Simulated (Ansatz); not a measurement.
Frontier orbitals of BClHInO.

Z-matrix (Å, degrees):
```
B
Cl 1 1.865
O 1 1.298 2 117.9
H 1 1.195 2 113.2 3 180.0
In 2 3.096 1 67.6 3 -0.0
```

Total charge 0; spin multiplicity 1. Correlated methods include outer-core shells of In, which these sets cover unevenly. In: def2 effective core potential. The bonds changed during the relaxation, so this is another structure than the one it started from. The geometry is a stationary point of PBE0-D4/def2-TZVP. Basis def2-TZVPP, Ansatz 0.2.0.

Orbital energies of one run (eV). Highest occupied ones, from the top: -9.42, -10.92, -11.24, -11.86, -12.91, -14.13, -14.74, -16.36, -23.78, -23.84, -23.86, -24.02, -24.02, -25.58. Empty: -0.13, 0.26, 1.42, 2.51, 3.37, 3.53.

(1) Which functional gave them?
A. LDA (SPW92)
B. B3LYP
C. ωB97X-V
D. BLYP

Answers

(1) C. HOMO energies: ωB97X-V -9.42, B3LYP -7.14, LDA (SPW92) -6.39, BLYP -6.08 eV.

B3LYP here is the variant with VWN-RPA as its local correlation; programs differ in this.
